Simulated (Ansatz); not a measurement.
Mulliken charges of `C=CCI` from r2SCAN/def2-TZVPP in Ansatz (PBE0-D4/def2-TZVP geometry).

```csv
atom,x (Å),y (Å),z (Å),charge (e)
C1,-0.413,1.239,-0.538,-0.148
C2,0.125,0.470,0.393,-0.170
C3,0.311,-1.005,0.383,-0.043
I4,-0.386,-2.029,-1.360,-0.110
H5,-0.485,2.311,-0.397,0.083
H6,-0.798,0.827,-1.464,0.089
H7,0.498,0.931,1.308,0.083
H8,-0.217,-1.474,1.214,0.108
H9,1.365,-1.270,0.462,0.109
```

Question: By hand: the dipole of these point charges (1 e Å = 4.8032 D).

Answer: Σ q r = (0.124, 0.048, 0.273) e Å, of length 0.304 e Å = 1.46 D.

Question: How does the dipole of the full density compare? (An estimate is asked.)

Answer: Ansatz gave: (0.125, 0.181, 0.311) e Å, 1.83 D; the point charges give 0.80 times that, at 19° from its direction.

Point charges leave out the atoms' own dipoles, such as those of lone pairs, and Mulliken's split depends on the basis, so the two needn't agree.
